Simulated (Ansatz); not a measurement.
Basis sets compared for [SiMe3]- (C3H9Si⁻). Total charge -1; singlet. Geometry PBE0-D4/def2-SVPD. Ansatz on 4 threads of Arm Neoverse V1 on a shared host; times are rough, and most runs start from earlier orbitals.

Cartesian coordinates in Å:
```
Si 1.015 0.101 0.241
C 0.229 -1.680 0.012
H 0.733 -2.241 -0.795
H -0.851 -1.629 -0.241
H 0.326 -2.283 0.931
C 0.312 0.885 -1.412
H -0.776 0.699 -1.532
H 0.820 0.470 -2.301
H 0.467 1.978 -1.436
C -0.358 0.813 1.444
H -0.243 1.902 1.584
H -0.292 0.353 2.446
H -1.384 0.632 1.059
```

B3LYP takes the VWN-RPA correlation. At PBE-D4/def2-SVPD, PBE-D4/def2-TZVPD, B3LYP-D4/6-31G, B3LYP-D4/def2-TZVPD and others the highest occupied level of the charge -1 singlet lies above zero (up to 1.33 eV). By energy differences its removal costs 1.33 eV (vertical, to the charge 0 doublet, at PBE0-D4/def2-TZVPD).

| level | functions | energy (Eh) | HOMO (eV) | LUMO (eV) | wall time |
| --- | --- | --- | --- | --- | --- |
| PBE-D4/def2-SVPD | 156 | -408.7433 | 1.28 | 4.01 | 1.4 s |
| B3LYP-D4/6-31G | 58 | -409.1977 | 1.33 | 7.02 | 0.75 s |
| PBE0-D4/def2-SVPD | 156 | -408.7956 | 0.47 | 4.66 | 1.6 s |

Q: Estimate the rows for PBE-D4/def2-TZVPD, B3LYP-D4/def2-TZVPD, PBE0-D4/def2-TZVPD.

A: 
```csv
level,functions,energy (Eh),HOMO (eV),LUMO (eV),wall time
PBE-D4/def2-TZVPD,235,-408.9724,1.10,3.47,2.3 s
B3LYP-D4/def2-TZVPD,235,-409.3386,0.43,3.83,3.1 s
PBE0-D4/def2-TZVPD,235,-409.0208,0.33,4.05,2.9 s
```
